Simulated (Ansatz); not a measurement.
BeH2S (SMILES [BeH][SH]) moved off its minimum; all values from Ansatz (an electronic-structure program), cores frozen in correlated methods.
(charge 0, multiplicity 1)
```xyz
4

Be    -0.84523    -0.70625    -1.02527
H     -1.52040    -1.28234    -2.02698
S      0.23591     0.41979     0.29193
H      0.71139    -0.87239     0.87421
```

Forces at MP2/aug-cc-pV(T+d)Z (eV/Å):

```
atom      Fx      Fy      Fz
----  ------  ------  ------
Be1    0.798   1.025   0.726
H2     0.072  -0.023   0.247
S3    -0.008  -3.443   0.081
H4    -0.862   2.441  -1.054
```

**Question.** Give the forces (eV/Å), the total energy and the dipole at CCSD(T)/aug-cc-pV(T+d)Z.

**Answer.** 
| atom | Fx | Fy | Fz |
|---|---|---|---|
| Be1 | 0.803 | 1.046 | 0.744 |
| H2 | 0.042 | -0.051 | 0.200 |
| S3 | -0.064 | -3.255 | 0.012 |
| H4 | -0.782 | 2.260 | -0.957 |
Energy -413.6470 hartree, dipole 1.07 D.
